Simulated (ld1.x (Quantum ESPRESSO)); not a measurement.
What one change does to a pseudopotential (B (Z = 5), TM)

```json
{
 "Element": "B",
 "Generator": "ld1.x (Quantum ESPRESSO) 7.5",
 "Type": "norm-conserving Troullier–Martins (Kleinman–Bylander form)",
 "Functional": "PBE",
 "Relativity": "non-relativistic",
 "Frozen core": "[He]",
 "Valence charge": "3",
 "Reference configuration": "2s2 2p1",
 "Partial waves": "2p (bound): rc 2.45 bohr; 3d channel at 0.4 Ry: rc 2.10 bohr; 2s (bound): rc 1.60 bohr",
 "Local potential": "the s channel",
 "Core correction": "a·sin(br)/r model core inside 0.70 bohr"
}
```

All-electron outer shells of the reference configuration (PBE, non-relativistic, ld1.x):

```csv
shell,level (eV),outermost node (bohr),outermost maximum (bohr)
2s,-9.44,0.46,1.52
2p,-3.61,–,1.57
```

Change: core correction a·sin(br)/r model core inside 1.80 bohr.

Cutoffs: the cutoffs (Ry, on a coarse ladder) from which the occupation-weighted sum of valence levels, in a spherical-Bessel basis at the reference potential, stays within 10 and 1 mRy of its value at 400 Ry; they do not see the model core or the augmentation charge, which bear on the density cutoff. Errors are all-electron minus pseudo energies relative to the spin-unpolarised reference configuration.

Question: How do hardness, ghosts and transferability respond?

Answer: The potential gets neither clearly harder nor softer (18 Ry and 45 Ry → 18 Ry and 45 Ry); of the 7 tests that both files solve, the error grows in 0 and shrinks in 2 by more than 15 % and 0.3 meV (median size 19.6 → 6.1 meV); neither file shows a bound ghost. A wider model core is smoother and lowers the density cutoff, which this test does not measure.

| quantity | base | changed |
| --- | --- | --- |
| cutoff, loose | 18 Ry | 18 Ry |
| cutoff, tight | 45 Ry | 45 Ry |
| bound ghosts | none | none |
| error for 2s2 2p0, meV [ΔE 8.22 eV] | +43 | +46 |
| error for 2s1 2p0, meV [ΔE 33.64 eV] | +147 | +161 |
| error for 2s2 2p0.5, meV [ΔE 2.89 eV] | +5.6 | +6.1 |
| error for 2s2 2p1.3, meV [ΔE -0.74 eV] | +0.4 | +0.5 |
| error for 2s1 2p1, meV [ΔE 14.36 eV] | -20 | -19 |
| error for 2s1 2p2, meV [ΔE 5.84 eV] | -5.5 | +1.3 |
| error for 2s0 2p3, meV [ΔE 11.71 eV] | -22 | -2.0 |
| s: phases at 2.64 bohr within 0.05 rad from the reference energy up to (Ry; the scan ends near 5) | 1.8 | 1.8 |
| p: phases at 2.64 bohr within 0.05 rad from the reference energy up to (Ry; the scan ends near 5) | 1.6 | 1.6 |
| d: phases at 2.64 bohr within 0.05 rad from the reference energy up to (Ry; the scan ends near 5) | to the end of the scan | to the end of the scan |
